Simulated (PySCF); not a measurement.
## What each rung costs, and what it gives

Saddle point of GeH5SF, singlet (GeH₃F ([F][GeH3]) + H₂S → GeH₄S ([SH][GeH3]) + HF; bonds formed: Ge1–S7, F2–H6; bonds broken: Ge1–F2, H6–S7), PBE0-D4/def2-TZVP structure:

```
8
angstrom
Ge -0.5145 0.0960 -0.7381
F 1.2416 -0.9202 -0.4227
H 0.0574 0.1426 -2.1690
H -0.9566 1.5368 -0.4187
H -1.6121 -0.9603 -0.6145
H 1.0347 -0.7728 0.7054
S 0.0386 -0.1412 1.7903
H 0.7108 1.0190 1.8672
```

Barriers are electronic and count from the start structure reached by relaxing down the imaginary mode.

Computed with PySCF 2.14 with density fitting (its default auxiliary sets; JK sets also for MP2 and CCSD(T)) (basis: as named in each row); correlated methods freeze the cores. Filled d shells of the heavier atoms are correlated. The def2 sets are not built for correlating such inner shells, so the correlated values are less sure here. B3LYP uses VWN-RPA correlation. Extrapolation: Hartree–Fock as exp(−7.88 √X), correlation as X^−2.97.

Times are rough, for one single point on 4 threads of a shared host (Arm Neoverse V2).

The estimate by CCSD(T) at an estimated basis limit (MP2 extrapolated from triple and quadruple zeta, plus CCSD(T) − MP2 in triple zeta) is 34.63 kcal/mol.

```csv
method,basis,time (s),barrier (kcal/mol),method less estimate
HF,STO-3G,under 1,47.27,12.64
B3LYP-D4,6-31G,3,27.84,-6.80
PBE0-D4,def2-SVP,4,27.10,-7.54
PBE-D4,def2-SVP,4,21.94,-12.69
MP2,def2-QZVPP,6,33.03,-1.60
SPW92,def2-TZVPP,7,16.81,-17.83
B3LYP-D4,def2-TZVPP,10,31.94,-2.70
BHLYP-D4,def2-TZVPP,10,37.80,3.16
PBE-D4,def2-TZVPP,10,23.49,-11.14
PBE0-D4,def2-TZVPP,10,28.63,-6.00
r2SCAN-D4,def2-TZVPP,22,27.95,-6.68
CCSD(T),def2-SVP,23,37.31,2.68
wB97M-V,def2-TZVPP,130,32.57,-2.07
CCSD(T),def2-TZVPP,450,35.11,0.48
```

All methods are single points on the PBE0-D4 structures.

The T1 diagnostic stays at or below 0.013.

Exchanges of this kind with a chalcogen hydride build sulfide and selenide films.

Labels in which every atom is bracketed show which atoms are joined, not bond orders.
